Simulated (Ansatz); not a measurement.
def2 core potentials replace the inner electrons of Sn.

Calculation: Ansatz (a quantum-chemistry and plane-wave program) with PBE0-D3(BJ)/def2-SVP. No frequencies were computed at this level.

Ansatz 0.2 input:
```yaml
crystal:
  periodic: [false, false, false]
  atoms:
    - { symbol: Cl, position_ang: [-1.178958, -1.893689, -0.229108] }
    - { symbol: Sn, position_ang: [-0.002431, 0.002265, 0.693243] }
    - { symbol: Cl, position_ang: [-1.048688, 1.96736, -0.241231] }
    - { symbol: Cl, position_ang: [2.230077, -0.075936, -0.222903] }
basis:
  gaussian: { orbitals: def2-svp }
hamiltonian:
  xc: pbe0
  dispersion: d3bj
relax:
  max_steps: 150
magnetization:
  spin_polarized: true
  initial_magnetization: 1
```

Output:

```
Functional definition: PBE0
878 factors; integrals over basis functions are off by at most 2.6e-4 eV
mean field evaluation 1: about -43376.8322 eV, gradient 1.5e1 eV
mean field evaluation 2: about -43374.9118 eV, gradient 2.4e1 eV
mean field evaluation 4: about -43378.4302 eV, gradient 4.6e-1 eV
mean field evaluation 8: about -43378.4343 eV, gradient 7.7e-3 eV
mean field evaluation 16: about -43378.4343 eV, gradient 2.4e-5 eV
mean field -43378.43430277 eV, -1594.1280576681 hartree, gradient 2.4e-5 eV, S^2 0.755132; 0 other end points of the search recorded, 0 dependent functions left out
reference -43378.43432701 eV, -1594.1280585590 hartree; 37, 36 occupied and 43, 44 virtual orbitals, 878 factors
relax step   1: F+E_penalty+E_count = -43378.57456478 eV  Δ(F+E_penalty+E_count) = +0.000e0 eV  max|allowed force component| = 8.923e-1 eV/Å  Δτ_max = 0.0000 Å  (26 SCF iters, accepted)
these checks for a lower state are left out or cut short: starts, cluster_reference, orbital_swaps, neighbouring_geometries, increment
878 factors; integrals over basis functions are off by at most 2.5e-4 eV
mean field -43378.48102521 eV, -1594.1297746858 hartree, gradient 7.5e-6 eV, S^2 0.753831; 0 other end points of the search recorded, 0 dependent functions left out
reference -43378.48104933 eV, -1594.1297755723 hartree; 37, 36 occupied and 43, 44 virtual orbitals, 878 factors
relax step   2: F+E_penalty+E_count = -43378.62391348 eV  Δ(F+E_penalty+E_count) = -4.935e-2 eV  max|allowed force component| = 3.595e-1 eV/Å  Δτ_max = 0.0700 Å  (28 SCF iters, accepted)
these checks for a lower state are left out or cut short: starts, cluster_reference, orbital_swaps, neighbouring_geometries, increment
878 factors; integrals over basis functions are off by at most 2.6e-4 eV
mean field -43378.49051177 eV, -1594.1301233105 hartree, gradient 1.5e-5 eV, S^2 0.754140; 0 other end points of the search recorded, 0 dependent functions left out
reference -43378.49053591 eV, -1594.1301241976 hartree; 37, 36 occupied and 43, 44 virtual orbitals, 878 factors
relax step   3: F+E_penalty+E_count = -43378.63262619 eV  Δ(F+E_penalty+E_count) = -8.713e-3 eV  max|allowed force component| = 8.641e-3 eV/Å  Δτ_max = 0.0167 Å  (30 SCF iters, accepted)
these checks for a lower state are left out or cut short: starts, cluster_reference, orbital_swaps, neighbouring_geometries, increment
878 factors; integrals over basis functions are off by at most 2.6e-4 eV
mean field evaluation 32: about -43378.4905 eV, gradient 4.3e-2 eV
mean field -43378.49049337 eV, -1594.1301226343 hartree, gradient 2.6e-5 eV, S^2 0.754143; 0 other end points of the search recorded, 0 dependent functions left out
reference -43378.49051751 eV, -1594.1301235216 hartree; 37, 36 occupied and 43, 44 virtual orbitals, 878 factors
relax step   4: F+E_penalty+E_count = -43378.63263281 eV  Δ(F+E_penalty+E_count) = -6.626e-6 eV  max|allowed force component| = 3.472e-4 eV/Å  Δτ_max = 0.0013 Å  (21 SCF iters, accepted)
878 factors; integrals over basis functions are off by at most 2.6e-4 eV
mean field -43378.49049337 eV, -1594.1301226343 hartree, gradient 2.6e-5 eV, S^2 0.754143; 1 other end points of the search recorded, 0 dependent functions left out
reference -43378.49051751 eV, -1594.1301235216 hartree; 37, 36 occupied and 43, 44 virtual orbitals, 878 factors
Total energy: -43378.63265696 eV, -1594.1353470499 hartree
Atom 0 at    -1.163309    -1.868517    -0.211781 Å, force     0.000175     0.000279    -0.000116 eV/Å
Atom 1 at    -0.002255     0.002129     0.641164 Å, force    -0.000002     0.000001     0.000347 eV/Å
Atom 2 at    -1.034863     1.941337    -0.223728 Å, force     0.000142    -0.000282    -0.000114 eV/Å
Atom 3 at     2.200426    -0.074949    -0.205654 Å, force    -0.000315     0.000003    -0.000117 eV/Å
Dipole moment:    -0.001574     0.001519     0.451288 e Å
```

Cost: about 11 core-seconds (a rough figure).
